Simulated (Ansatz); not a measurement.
## From F to Br: the HOMO–LUMO gap

One atom is swapped for its congeners: C4H9F (1-fluorobutane) `CCCCF`; C4H9Cl (1-chlorobutane) `CCCCCl`; C4H9Br (1-bromobutane) `CCCCBr`. All are singlets with charge 0.

Shapes, held fixed at every level: PBE0-D4/def2-TZVP. Flexible molecules stand in one conformer, not always the lowest. Programs: Ansatz 0.2.0. Values in eV.

(1) How should the HOMO–LUMO gap change along the series?

Results:

(1) At wB97M-V/def2-TZVPP the HOMO–LUMO gap falls at every step, from 13.90 to 12.22 eV. Every level shows the same order. Relativity is left out for Br unless named. Orbital gaps aren't excitation energies, and the LUMO depends on the basis.

| level | C4H9F | C4H9Cl | C4H9Br |
| --- | --- | --- | --- |
| PBE-D4/def2-TZVPP | 7.72 | 6.70 | 5.63 |
| r2SCAN-D4/def2-TZVPP | 8.79 | 7.37 | 6.22 |
| B3LYP-D4/def2-TZVPP | 9.56 | 8.62 | 7.43 |
| PBE0-D4/def2-TZVPP | 10.10 | 9.19 | 7.97 |
| wB97X-V/def2-TZVPP | 14.43 | 13.68 | 12.56 |
| wB97M-V/def2-TZVPP | 13.90 | 13.13 | 12.22 |
